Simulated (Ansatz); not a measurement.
Reading a saddle point

A first-order saddle point of GaH₂ClO₂, singlet, PBE0-D4/def2-TZVP, with one imaginary mode of 638i cm⁻¹:

Ga1  (-0.630, 0.338, -0.626)
O2  (0.946, -0.130, 0.574)
O3  (-0.486, -1.329, -0.928)
H4  (0.554, -1.029, 0.079)
Cl5  (-1.273, 2.328, -0.632)
H6  (0.889, -0.179, 1.533)
(Å)

Ansatz 0.2.0; basis: def2-TZVPP and def2-QZVPP; cores frozen in the correlated methods. Filled d shells of the heavier atoms are correlated. The def2 sets are not built for correlating such inner shells, so the correlated values are less sure here. Extrapolation: Hartree–Fock as exp(−7.88 √X), correlation as X^−2.97.

Which contacts change along the imaginary mode, and what lies on either side? (A judgement: the text doesn't fix the answer.)

By the calculation: The step is GaH₂ClO₂ ([OH][Ga]([OH])[Cl]) → GaClO + H₂O (still joined by a long Ga–O bond), with the molecules in contact on both sides. Shortening one way: O2–H4; lengthening the same way: Ga1–O2, O3–H4.
```json
{"pair": "O2–H4", "one side (Å)": "3.08", "saddle (Å)": "1.10", "other side (Å)": "0.98"}
{"pair": "Ga1–O2", "one side (Å)": "1.77", "saddle (Å)": "2.03", "other side (Å)": "2.15"}
{"pair": "O3–H4", "one side (Å)": "0.96", "saddle (Å)": "1.48", "other side (Å)": "2.09"}
```

Which side is lower, and how far does the saddle lie above each? (An estimate is asked for; the value comes from the calculation.)

The calculation gives: The side with Ga1–O2, O3–H4 short is lower by 206.8 kJ/mol; the saddle lies 220.0 kJ/mol above it and 13.2 kJ/mol above the other (CCSD(T) at an estimated basis limit (MP2 extrapolated from triple and quadruple zeta, plus CCSD(T) − MP2 in triple zeta); electronic energies).

T1 diagnostic: at most 0.021.

Labels in which every atom is bracketed show which atoms are joined, not bond orders.

For scale, one of the runs: CCSD(T)/def2-TZVPP, 180 basis functions, launched by `ansatz run in.yaml --threads 4 --pin off --events-out ev --progress --plain --max-ram 9574MiB`. Hardware: 4 CPU threads of an AMD EPYC, shared host. Wall time 100 s; peak host memory 1.8 GiB.
